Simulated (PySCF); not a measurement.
# Ionisation energy of Zr¹⁸⁺ by level of theory

Zr¹⁸⁺ [Ar] 3d4 [3d3/2^4, M_J = 0] → Zr¹⁹⁺ [Ar] 3d3 [3d3/2^3, M_J = 3/2], as a difference of total energies. Calculation: PySCF 2.14, in an even-tempered Gaussian basis (17 s from 1.9 bohr⁻², ratio 2.8; 12 p from 2.4 bohr⁻², ratio 2.8; 8 d from 2.4 bohr⁻², ratio 2.8; 4 f from 8.8 bohr⁻², ratio 3); the two-component X2C-1e Hamiltonian. Correlated levels: [Ne] frozen; the 76 highest virtual spinors dropped. "Screened" scales the spin-orbit matrix elements by Boettger's factors to mimic the two-electron term; Breit and QED terms are absent.

| method | ionisation energy (eV) |
| --- | --- |
| GHF (spin-free) | 745.59 |
| GMP2 (spin-free) | 746.02 |

Question: How much does correlation contribute at GMP2 (spin-free)?

Answer: 746.02 − (745.59) = 0.43 eV, measured against GHF (spin-free).

Breit and QED terms and the two-electron picture change are absent.

The spin-free rows relax to the high-spin LS determinant and lack the spin-orbit shift.

The labels give the starting determinants; with spin-orbit coupling the two ends relaxed to ⟨J²⟩ = 2.98, ⟨L²⟩ = 5.67, ⟨S²⟩ = 5.66.

The determinant of Zr¹⁸⁺ mixes levels of different J (the jj label is only the starting occupation), so the difference between spin-free and spin-orbit rows is not the physical spin-orbit shift.

For comparison: 745 ± 3 eV (theoretical estimate listed by NIST; NIST Atomic Spectra Database, ionization energies).
